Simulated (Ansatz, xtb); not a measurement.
**Two structures of C3H8BF3S**

Structure X: `[BH3-][S@+](C)CC(F)(F)F`, a singlet. Structure Y: a singlet given by its coordinates. Both are isolated molecules in the gas phase, relaxed with B3LYP/def2-SVP; the shapes shown needn't be the lowest conformers.

X (Å):

```xyz
16

C    -0.9025    0.3004    0.0346
C     1.9122    0.2924    0.2584
C     2.1577    1.0724    1.5368
B     0.6708   -1.7981   -1.4180
F     2.3571    0.2672    2.5859
F     1.1214    1.8809    1.8355
F     3.2439    1.8458    1.3951
S     0.4850   -0.8421    0.3157
H    -0.3665   -2.4332   -1.4600
H     1.6671   -2.4719   -1.2302
H     0.7799   -0.9131   -2.2491
H    -0.9979    0.9912    0.8808
H    -0.7518    0.8385   -0.9118
H    -1.7964   -0.3328   -0.0436
H     1.7980    0.9862   -0.5867
H     2.7841   -0.3476    0.0637
```

Y (Å):

```yaml
atoms:
  - { symbol: C, position_ang: [-0.2465, -0.9964, -1.1609] }
  - { symbol: C, position_ang: [0.6121, 0.6719, 0.9466] }
  - { symbol: C, position_ang: [0.2157, 2.0238, 0.3835] }
  - { symbol: B, position_ang: [1.4775, -2.2089, 1.0093] }
  - { symbol: F, position_ang: [0.2314, -2.3115, 1.5904] }
  - { symbol: F, position_ang: [1.2864, 2.6341, -0.1811] }
  - { symbol: F, position_ang: [-0.2215, 2.8006, 1.4092] }
  - { symbol: S, position_ang: [1.2704, -0.5065, -0.2801] }
  - { symbol: H, position_ang: [-0.9705, -1.4021, -0.4409] }
  - { symbol: H, position_ang: [-0.6649, -0.1523, -1.7251] }
  - { symbol: H, position_ang: [0.0542, -1.7870, -1.8618] }
  - { symbol: H, position_ang: [2.3685, -1.7977, 1.7285] }
  - { symbol: H, position_ang: [1.7426, -3.0453, 0.1660] }
  - { symbol: H, position_ang: [1.4255, 0.8220, 1.6725] }
  - { symbol: H, position_ang: [-0.2329, 0.2013, 1.4697] }
  - { symbol: H, position_ang: [-0.5889, 1.9730, -0.3721] }
```

Close contacts (Å): C1–S8 1.82, C2–C3 1.52, C2–S8 1.82, C3–F6 1.36, C3–F7 1.36, B4–F5 1.38, B4–S8 2.15, C1–H9 1.10, C1–H10 1.10, C1–H11 1.10, C2–H14 1.10, C2–H15 1.10, C3–H16 1.10, B4–H12 1.22, B4–H13 1.22.

Quicker runs give these differences E(Y) − E(X): GFN2-xTB −28.6 kcal/mol; HF/STO-3G −19.1 kcal/mol (at GFN2-xTB geometries); r2SCAN-D4/def2-SVP −25.1 kcal/mol (at GFN2-xTB geometries).

**Question.** Estimate E(Y) − E(X) at the level CCSD(T)/def2-SVP + ΔMP2/def2-TZVPP.

**Answer.** Calculated at CCSD(T)/def2-SVP + ΔMP2/def2-TZVPP: E(Y) − E(X) = −28.6 kcal/mol, so structure Y lies lower.

How the difference moves with the method:

```
                             level        geometry  E(Y) − E(X) (kcal/mol)  departure from the last row (kcal/mol)  job, with rough time for the two
                          GFN2-xTB        GFN2-xTB                     −28.6                                     0.0              optimisation, 0.22 s
                         HF/STO-3G        GFN2-xTB                     −19.1                                    +9.6              single point, 0.44 s
                r2SCAN-D4/def2-SVP        GFN2-xTB                     −25.1                                    +3.5               single point, 4.4 s
                    B3LYP/def2-SVP  B3LYP/def2-SVP                     −28.1                                    +0.5                optimisation, 50 s
                       HF/def2-SVP  B3LYP/def2-SVP                     −30.6                                    −2.0           part of the CCSD(T) run
                      MP2/def2-SVP  B3LYP/def2-SVP                     −28.0                                    +0.6           part of the CCSD(T) run
                  CCSD(T)/def2-SVP  B3LYP/def2-SVP                     −27.4                                    +1.2                      single point
CCSD(T)/def2-SVP + ΔMP2/def2-TZVPP  B3LYP/def2-SVP                     −28.6                                                     single point, 2.6 min
```

None of the levels shown reverses the order. The largest departure from CCSD(T)/def2-SVP + ΔMP2/def2-TZVPP is that of HF/STO-3G, 9.6 kcal/mol. The last row adds to CCSD(T) the change of the MP2 difference between the two basis sets, here −1.2 kcal/mol.

With thermal terms from frequencies at re-optimised GFN2-xTB minima (ideal gas, soft modes damped towards free rotors, one conformer each, 298.15 K, 1 atm): the zero-point term adds +1.5 kcal/mol; ΔH is −27.1 and ΔG −27.7 kcal/mol.

The correlated steps freeze 12 core orbitals. Mirror images aren't counted in ΔG. Codes used: Ansatz 0.2.0, xtb 6.7.1; the last row on 4 threads of Arm Neoverse V1 on a shared host.
